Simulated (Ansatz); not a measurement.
diglyme (C₆H₁₄O₃), singlet, at a GFN2-xTB geometry; Ansatz (an electronic-structure program) with MP2/STO-3G.

The Ansatz input:
Ansatz 0.2 input:
```yaml
crystal:
  periodic: [false, false, false]
  atoms:
    - {symbol: C, position_ang: [-4.32018274, 0.10369954, -0.27968204]}
    - {symbol: O, position_ang: [-3.32739323, 0.88011273, 0.34633474]}
    - {symbol: C, position_ang: [-2.03256097, 0.72714712, -0.18116636]}
    - {symbol: C, position_ang: [-1.36618584, -0.60355762, 0.21708757]}
    - {symbol: O, position_ang: [-0.07916902, -0.76777934, -0.32857044]}
    - {symbol: C, position_ang: [0.92423032, 0.03238711, 0.25737989]}
    - {symbol: C, position_ang: [2.27756247, -0.49578610, -0.20804157]}
    - {symbol: O, position_ang: [3.28593317, 0.31629622, 0.34300580]}
    - {symbol: C, position_ang: [4.57752733, -0.08497099, -0.03728386]}
    - {symbol: H, position_ang: [-5.27128911, 0.45139207, 0.11948003]}
    - {symbol: H, position_ang: [-4.20986180, -0.96368918, -0.06140571]}
    - {symbol: H, position_ang: [-4.30709659, 0.24760544, -1.36654269]}
    - {symbol: H, position_ang: [-2.04487064, 0.80671816, -1.27836767]}
    - {symbol: H, position_ang: [-1.46048727, 1.56340887, 0.22841288]}
    - {symbol: H, position_ang: [-1.94417526, -1.44216755, -0.17961612]}
    - {symbol: H, position_ang: [-1.33928610, -0.67600091, 1.31424203]}
    - {symbol: H, position_ang: [0.86923954, -0.01770022, 1.35356851]}
    - {symbol: H, position_ang: [0.83128529, 1.08347749, -0.04514543]}
    - {symbol: H, position_ang: [2.31600329, -0.47472289, -1.30729183]}
    - {symbol: H, position_ang: [2.39741675, -1.54037524, 0.11607243]}
    - {symbol: H, position_ang: [4.70502381, -0.03709573, -1.12587243]}
    - {symbol: H, position_ang: [5.26978660, 0.60484485, 0.44071062]}
    - {symbol: H, position_ang: [4.79100102, -1.10824617, 0.29583295]}
basis:
  gaussian:
    orbitals: STO-3G
magnetization: {spin_polarized: false}
correlation: {method: mp2, electrons: outside_noble_gas}
accuracy: high
```

Problem. What does Ansatz print? Leave out banner, timings and long lists.

Solution. 
```
Functional definition: HF
1347 factors; integrals over basis functions are off by at most 2.4e-8 eV
mean field evaluation 1: about -12351.8998 eV, gradient 3.6e1 eV
mean field evaluation 2: about -12352.5914 eV, gradient 3.6e1 eV
mean field evaluation 4: about -12356.9272 eV, gradient 2.1e0 eV
mean field evaluation 8: about -12356.9454 eV, gradient 2.1e-4 eV
mean field -12356.94535858 eV, -454.1093660894 hartree, gradient 1.2e-8 eV, S^2 0.000000; 0 other end points of the search recorded, 0 dependent functions left out
9 core orbitals not correlated
reference -12356.94535858 eV, -454.1093660894 hartree; 28, 28 occupied and 22, 22 virtual orbitals, 1347 factors
second order -11.10335671 eV of doubles, -0.00000000 eV of singles
Total energy: -12368.04871529 eV, -454.5174069223 hartree
```
